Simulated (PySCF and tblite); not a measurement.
C₆H₁₁NSi, numbered as in [CH:1]#[C:2][CH2:3]/[C:4]([CH2:5][CH3:6])=[N:7]\[SiH3:8].

Search: ETKDG and KDG, MMFF94s, GFN2-xTB, 200 starts; geometries at GFN2-xTB. Free energies are PBE0-D3(BJ)/pcSseg-1 single points with GFN2-xTB rigid-rotor and vibrational terms (modes under about 100 cm⁻¹ blended into free rotors). Symmetry numbers and mirror images are counted. Conformers within 2.5 kcal/mol (GFN2-xTB free energy) were kept, 4 at most. GIAO shieldings: PBE0/pcSseg-1. Shifts are against TMS (¹H), TMS (¹³C), TMS (²⁹Si), NH3 (¹⁵N) at the same level. Run with PySCF (density fitting) and tblite.

Torsions listed: C2–C3–C4–N7, N7–C4–C5–C6. Of a mirror pair one member is shown.

```json
{"conformer": "1", "shape": "112°, 96°", "symmetry": "C1 (pair)", "E(GFN2) kcal/mol": "0.00", "E(DFT) kcal/mol": "0.00"}
{"conformer": "2", "shape": "-82°, 113°", "symmetry": "C1 (pair)", "E(GFN2) kcal/mol": "0.00", "E(DFT) kcal/mol": "0.24"}
```

(1) How much do the weights at 298.15 K and the averaged shift of C5 depend on how the conformers are weighted?

Answers

(1) 
```json
{"weighting": "DFT energy with thermal terms, symmetry and mirror images (full scheme)", "1 (%)": "72", "2 (%)": "28", "δ (ppm)": "41.7", "rms dipole (D)": "1.67"}
{"weighting": "DFT energy with symmetry and mirror images", "1 (%)": "60", "2 (%)": "40", "δ (ppm)": "42.6", "rms dipole (D)": "1.69"}
{"weighting": "bare DFT energy", "1 (%)": "60", "2 (%)": "40", "δ (ppm)": "42.6", "rms dipole (D)": "1.69"}
{"weighting": "GFN2-xTB energy with symmetry and mirror images", "1 (%)": "50", "2 (%)": "50", "δ (ppm)": "43.3", "rms dipole (D)": "1.71"}
{"weighting": "GFN2-xTB free energy", "1 (%)": "63", "2 (%)": "37", "δ (ppm)": "42.3", "rms dipole (D)": "1.69"}
{"weighting": "leading conformer alone", "1 (%)": "100", "2 (%)": "0", "δ (ppm)": "39.6", "rms dipole (D)": "1.62"}
{"weighting": "equal weights", "1 (%)": "50", "2 (%)": "50", "δ (ppm)": "43.3", "rms dipole (D)": "1.71"}
```

The largest departure from the full scheme, 2.1 ppm, comes with: leading conformer alone.


¹⁵N shifts are against a computed isolated NH3 molecule, about 20 ppm from the liquid.

Conformer gaps in pcSseg-1 on xTB geometries can be 2 kcal/mol off for S=O, P=O and other polar bonds.